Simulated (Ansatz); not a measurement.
Ideal-gas functions of C₂H₄OSSe, SMILES `COC(S)=[Se]` at 400 K and 1 bar, from an Ansatz frequency run at PBE0-D4/def2-TZVP.

Molar mass 155.08 g/mol, point group Cs (symmetry number 1), electronic degeneracy 1, moments of inertia 170.15, 249.283, 416.25 u Å². Harmonic wavenumbers (cm⁻¹, unscaled): 149, 184, 225, 246, 364, 453, 537, 546, 892, 988, 1103, 1169, 1194, 1295, 1467, 1478, 1482, 2733, 3065, 3148, 3183.

Use S(trans) = R[1.5 ln M + 2.5 ln T − 1.1517]; rotational temperatures θ = 24.2544 K / I; S(rot) = R[ln(√π/σ · √(T³/θAθBθC)) + 1.5]; for each mode x = 1.438777 ν̃/T, S = R[x/(eˣ − 1) − ln(1 − e⁻ˣ)] and H = RT x/(eˣ − 1); 1 cm⁻¹ = 0.0119627 kJ/mol; R = 8.31446 J/(mol·K).

Task: By hand: the entropy, in J/(mol·K).

Result: Translation 177.9. Rotation: θ = 0.1425, 0.0973, 0.0583 K, giving 121.6. Vibration, mode by mode: 13.60, 11.90, 10.30, 9.60, 6.64, 5.12, 4.02, 3.92, 1.47, 1.11, 0.80, 0.65, 0.61, 0.45, 0.27, 0.26, 0.26, 0.00, 0.00, 0.00, 0.00, in all 71.0. Electronic 0.0. Sum 370.5 J/(mol·K).

Task: By hand: H − E and G − E in kJ/mol, counted from the electronic energy.

Result: Zero-point energy ½ × 25901 × 0.0119627 = 154.9; thermal vibration 16.1; translation, rotation and pV give 4 RT = 13.3. H − E = 184.3 kJ/mol, and G − E = 184.3 − 400 × 370.5/1000 = 36.1 kJ/mol.

Vibration gives 19 % of the entropy, 13.6 J/(mol·K) of it from the mode under 150 cm⁻¹: soft modes count most, and the harmonic formula is weakest for them. The sum counts one conformer and one mirror image; others add a mixing term.
